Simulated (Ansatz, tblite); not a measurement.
Cost and result up the ladder for GeMe2H2 (C2H8Ge) (11 atoms). Charge 0, multiplicity 1. Geometry: PBE-D4/def2-SVP.

```xyz
11

Ge    0.701   -0.201   -0.256
C     0.337    1.308    0.958
H     1.277    1.825    1.231
H    -0.148    0.946    1.886
H    -0.338    2.039    0.471
C    -0.975   -1.125   -0.724
H    -0.777   -1.973   -1.408
H    -1.673   -0.425   -1.226
H    -1.466   -1.517    0.188
H     1.675   -1.202    0.431
H     1.387    0.324   -1.551
```

Ansatz on 4 threads of Intel Xeon on a shared host; xTB runs through tblite on one thread. Times are rough, summed over both states, and most runs start from the orbitals of an earlier one. PBE0-D4/def2-TZVP serves as the yardstick here, not as an exact answer. The other state is a triplet.

The xTB rows come from tblite.

xTB has no spin-polarisation term.

```csv
level,functions,vertical triplet (eV),difference from PBE0-D4/def2-TZVP (eV)
PBE-D4/def2-TZVP,158,7.51,-0.30
GFN1-xTB,33,7.28,-0.53
r2SCAN-D4/def2-TZVP,158,7.68,-0.13
GFN2-xTB,25,9.19,1.39
PBE0-D4/def2-TZVP,158,7.81,0.00
```

Task: Estimate how long each takes.

Result: GFN2-xTB 0.031 s; GFN1-xTB 0.079 s; PBE-D4/def2-TZVP 15 s; r2SCAN-D4/def2-TZVP 18 s; PBE0-D4/def2-TZVP 24 s. On shared hardware such times vary by a factor of up to 3.
